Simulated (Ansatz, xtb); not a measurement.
A geometry optimisation of AsGeH2+ with r2SCAN-D4/def2-SVP

The starting geometry of this gas-phase singlet has its atoms placed at random.

```
atom    x (Å)    y (Å)    z (Å)
  As   0.2198  -1.3846  -1.2556
  Ge   1.0220  -0.3168   0.9143
   H   1.4065  -0.1629  -0.5456
   H  -0.5089   0.2811   0.2577
```

**Question.** One run relaxed it with r2SCAN-D4/def2-SVP. What is a likely outcome?

**Answer.** It ends as a structure given below by its coordinates. Distances that change by over a tenth: As1–H3 (1.85 → 1.59 Å), Ge2–H3 (1.52 → 2.12 Å), Ge2–H4 (1.77 → 2.12 Å). Contacts that close: As1–H4 (2.37 → 1.59 Å).

The energy falls by 1.99 eV over 9 steps:

```
step  E − E(last) (eV)
   1             1.987
   2             0.974
   3             0.249
   4             0.119
   5             0.049
   6             0.006
   7             0.000
   8             0.000
   9             0.000
```

Final geometry (Å):

```xyz
4

As    0.1746   -1.0940   -0.8865
Ge    1.0503   -0.4764    1.2055
H     1.4260   -0.1168   -0.8469
H    -0.5115    0.1039   -0.1013
```

From the same start GFN2-xTB reaches the same bonding as this run.

From so rough a start the end depends on the optimiser's path, so another program may land elsewhere. The end wasn't checked by frequencies. Run with Ansatz 0.2.0, 9.9 s on 1 thread of Intel(R) Xeon(R) 6975P-C (Granite Rapids), with other jobs on the host.
